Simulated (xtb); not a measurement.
C₄H₅ (SMILES [CH]=CC=C), doublet, at a GFN2-xTB geometry; xtb with GFN0-xTB.

Here is a job for xtb.
```
$ xtb mol.xyz --gfn 0 --uhf 1 --ohess --json

# file mol.xyz
9

C     -1.45006822    -1.07167082    -0.63158736
C     -0.25920185    -0.56808578    -0.50436756
C      0.13180099     0.47529935     0.45030056
C      1.36582743     0.95156397     0.53475037
H     -2.41592108    -0.96137587    -0.19544851
H      0.55153888    -0.91673113    -1.13669287
H     -0.65429776     0.84357236     1.09483111
H      2.15903411     0.59378581    -0.10123445
H      1.62949575     1.71810851     1.24396860
```

Question: Write the output that xtb gives for this input, abridged.

Answer: 
```
   ID    Z sym.   atoms
    1    6 C      1-4
    2    1 H      5-9

           -------------------------------------------------
          |                Calculation Setup                |
           -------------------------------------------------

           -------------------------------------------------
          |                 G F N 0 - x T B                 |
           -------------------------------------------------

          ...................................................
          :                      SETUP                      :
          :.................................................:
          :  # basis functions                  26          :
          :  # atomic orbitals                  26          :
          :  # shells                           18          :
          :  # electrons                        21          :
          :  electronic temp.          300.0000000     K    :
          :  accuracy                    1.0000000          :
          :  -> integral cutoff          0.2500000E+02      :
          :  -> integral neglect         0.1000000E-07      :
          ...................................................

         :::::::::::::::::::::::::::::::::::::::::::::::::::::
         ::                     SUMMARY                     ::
         :::::::::::::::::::::::::::::::::::::::::::::::::::::
         :: total energy             -11.097146022521 Eh    ::
         :: gradient norm              0.015382740414 Eh/a0 ::
         :: HOMO-LUMO gap              2.293563116099 eV    ::
         ::.................................................::
         :: H0 energy                -11.304424658780 Eh    ::
         :: repulsion energy           0.230048294143 Eh    ::
         :: electrostat energy        -0.020953572388 Eh    ::
         :: -> Gsolv                   0.000000000000 Eh    ::
         ::    -> Gsasa                0.000000000000 Eh    ::
         ::    -> Gshift               0.000000000000 Eh    ::
         :: dispersion energy         -0.001816085496 Eh    ::
         :: short-range corr.          0.000000000000 Eh    ::
         :: add. restraining           0.000000000000 Eh    ::
         :: total charge               0.000000000000 e     ::
         :::::::::::::::::::::::::::::::::::::::::::::::::::::

      -----------------------------------------------------------
     |                   =====================                   |
     |                        A N C O P T                        |
     |                   =====================                   |
     |               Approximate Normal Coordinate               |
     |                Rational Function Optimizer                |
      -----------------------------------------------------------
      -----------------------------------------------------------
     |                   =====================                   |
     |                        A N C O P T                        |
     |                   =====================                   |
     |               Approximate Normal Coordinate               |
     |                Rational Function Optimizer                |
      -----------------------------------------------------------

          ...................................................
          :                      SETUP                      :
          :.................................................:
          :   optimization level            normal          :
          :   max. optcycles                   200          :
          :   ANC micro-cycles                  20          :
          :   degrees of freedom                21          :
          :.................................................:
          :   RF solver                   davidson          :
          :   write xtbopt.log                true          :
          :   linear?                        false          :
          :   energy convergence         0.5000000E-05 Eh   :
          :   grad. convergence          0.1000000E-02 Eh/α :
          :   maxmium RF displ.          1.0000000          :
          :   Hlow (freq-cutoff)         0.1000000E-01      :
          :   Hmax (freq-cutoff)         5.0000000          :
          :   S6 in model hess.         20.0000000          :
          ...................................................

generating ANC from exact Hessian ...
Using Lindh-Hessian (1995)
 Shifting diagonal of input Hessian by    3.6457841422267729E-003
 Lowest  eigenvalues of input Hessian
    0.000000    0.000000    0.000000    0.000000    0.000000    0.000000
    0.010000    0.016974    0.022825    0.042337    0.049902    0.051478
    0.105603    0.107275    0.120145    0.163894    0.194003    0.229477
 Highest eigenvalues
    0.909833    0.927425    1.261954    1.598139    1.829625    2.088408

........................................................................
.............................. CYCLE    1 ..............................
........................................................................
 * total energy  :   -11.0971460 Eh     change        0.0000000E+00 Eh
   gradient norm :     0.0153827 Eh/α   predicted     0.0000000E+00 (   0.00%)
   displ. norm   :     0.0391292 α      lambda       -0.2554715E-03
   maximum displ.:     0.0341431 α      in ANC's #5, #14, #3, ...

........................................................................
.............................. CYCLE    2 ..............................
........................................................................
 * total energy  :   -11.0973304 Eh     change       -0.1844264E-03 Eh
   gradient norm :     0.0056994 Eh/α   predicted    -0.1279332E-03 ( -30.63%)
   displ. norm   :     0.0581341 α      lambda       -0.1591259E-03
   maximum displ.:     0.0510828 α      in ANC's #5, #3, #14, ...

........................................................................
[...]
 * total energy  :   -11.0974304 Eh     change       -0.9992168E-04 Eh
 * total energy  :   -11.0974635 Eh     change       -0.3312418E-04 Eh
 * total energy  :   -11.0974809 Eh     change       -0.1735671E-04 Eh
 * total energy  :   -11.0974845 Eh     change       -0.3602048E-05 Eh
   *** GEOMETRY OPTIMIZATION CONVERGED AFTER 6 ITERATIONS ***
         :: total energy             -11.097484453544 Eh    ::
[...]
     1   6 C    3.239 --     2 C    2.004     5 H    0.982     4 C    0.130
     2   6 C    3.979 --     1 C    2.004     3 C    1.009     6 H    0.947
     3   6 C    3.972 --     4 C    1.914     2 C    1.009     7 H    0.969
     4   6 C    3.992 --     3 C    1.914     8 H    0.976     9 H    0.973
                             1 C    0.130
     5   1 H    0.998 --     1 C    0.982
     6   1 H    0.988 --     2 C    0.947
     7   1 H    0.984 --     3 C    0.969
     8   1 H    0.983 --     4 C    0.976
     9   1 H    0.988 --     4 C    0.973
 ---------------------------------------------------------------------------

Topologies differ in total number of bonds
Writing topology from bond orders to xtbtopo.mol

 dipole moment from electron density (au)
     X       Y       Z
   0.2016   0.2864   0.2307  total (Debye):    1.066

           -------------------------------------------------
          |               Frequency Printout                |
           -------------------------------------------------
 projected vibrational frequencies (cm⁻¹)
eigval :       -0.00    -0.00    -0.00     0.00     0.00     0.00
eigval :      126.93   274.12   439.39   478.45   601.30   786.07
eigval :      829.41   867.71   900.40   980.20  1039.27  1177.29
eigval :     1224.33  1376.12  1579.15  1634.63  3092.06  3124.17
eigval :     3141.00  3166.60  3167.06
 reduced masses (amu)
   1:  9.82   2:  8.39   3: 10.68   4: 10.65   5: 10.43   6:  8.08   7:  8.65   8:  7.72
   9:  8.06  10:  3.38  11:  6.04  12:  5.52  13:  4.15  14:  6.05  15:  2.73  16:  1.79
  17:  7.69  18:  2.87  19:  2.52  20:  2.45  21: 11.13  22: 11.26  23:  1.80  24:  1.50
Molecule has the following symmetry elements: (sigma)
It seems to be the Cs point group
  25:  1.82  26:  2.02  27:  2.05
 IR intensities (km·mol⁻¹)
   1:  0.58   2:  0.07   3:  0.17   4:  0.03   5:  0.09   6:  0.61   7:  0.06   8:  1.33
   9:  0.75  10:  4.04  11: 18.32  12: 21.28  13: 43.61  14:  7.60  15:  4.64  16: 47.53
  17:  0.77  18:  1.00  19:  0.12  20:  7.47  21:  0.50  22:  1.85  23:  0.62  24:  1.21
  25:  0.24  26:  8.47  27:  8.20
 Raman intensities (Ä⁴*amu⁻¹)
   1:  0.00   2:  0.00   3:  0.00   4:  0.00   5:  0.00   6:  0.00   7:  0.00   8:  0.00
   9:  0.00  10:  0.00  11:  0.00  12:  0.00  13:  0.00  14:  0.00  15:  0.00  16:  0.00
  17:  0.00  18:  0.00  19:  0.00  20:  0.00  21:  0.00  22:  0.00  23:  0.00  24:  0.00
  25:  0.00  26:  0.00  27:  0.00
 output can be read by thermo (or use thermo option).
 writing <g98.out> molden fake output.
 recommended (thermochemical) frequency scaling factor: 1.0
           -------------------------------------------------
          |             Thermodynamic Functions             |
           -------------------------------------------------

cs  symmetry found (for desy threshold:  0.10E+00) used in thermo

          ...................................................
          :                      SETUP                      :
          :.................................................:
          :  # frequencies                          21      :
          :  # imaginary freq.                       0      :
          :  linear?                             false      :
          :  only rotor calc.                    false      :
          :  symmetry                               cs      :
          :  rotational number                       1      :
          :  scaling factor                  1.0000000      :
          :  rotor cutoff                   50.0000000 cm⁻¹ :
          :  imag. cutoff                  -20.0000000 cm⁻¹ :
          :.................................................:

    mode    ω/cm⁻¹     T·S(HO)/kcal·mol⁻¹    T·S(FR)/kcal·mol⁻¹   T·S(vib)
   ------------------------------------------------------------------------
       1    126.93    -0.89206 ( 97.65%)    -0.78005 (  2.35%)    -0.88943
       2    274.12    -0.46812 ( 99.89%)    -0.55224 (  0.11%)    -0.46821
   ------------------------------------------------------------------------

   temp. (K)  partition function   enthalpy   heat capacity  entropy
                                   cal/mol     cal/K/mol   cal/K/mol   J/K/mol
 298.15  VIB   4.36                 1379.207     11.022      7.545
         ROT  0.287E+05              888.752      2.981     23.381
         INT  0.125E+06             2267.960     14.003     30.925
         TR   0.374E+27             1481.254      4.968     37.813
         TOT                        3749.2135    18.9713    68.7385   287.6017

       T/K    H(0)-H(T)+PV         H(T)/Eh          T*S/Eh         G(T)/Eh
   ------------------------------------------------------------------------
    298.15    0.597475E-02    0.743327E-01    0.326599E-01    0.416728E-01
   ------------------------------------------------------------------------

         :::::::::::::::::::::::::::::::::::::::::::::::::::::
         ::                  THERMODYNAMIC                  ::
         :::::::::::::::::::::::::::::::::::::::::::::::::::::
         :: total free energy         -11.055811610114 Eh   ::
         ::.................................................::
         :: total energy              -11.097484453544 Eh   ::
         :: zero point energy           0.068357955156 Eh   ::
         :: G(RRHO) w/o ZPVE           -0.026685111725 Eh   ::
         :: G(RRHO) contrib.            0.041672843431 Eh   ::
         :::::::::::::::::::::::::::::::::::::::::::::::::::::

optimized geometry written to: xtbopt.xyz

           -------------------------------------------------
          | TOTAL ENERGY              -11.097484453544 Eh   |
          | TOTAL ENTHALPY            -11.023151746309 Eh   |
          | TOTAL FREE ENERGY         -11.055811610114 Eh   |
          | GRADIENT NORM               0.000723122881 Eh/α |
          | HOMO-LUMO GAP               2.425497854979 eV   |
           -------------------------------------------------

normal termination of xtb
```
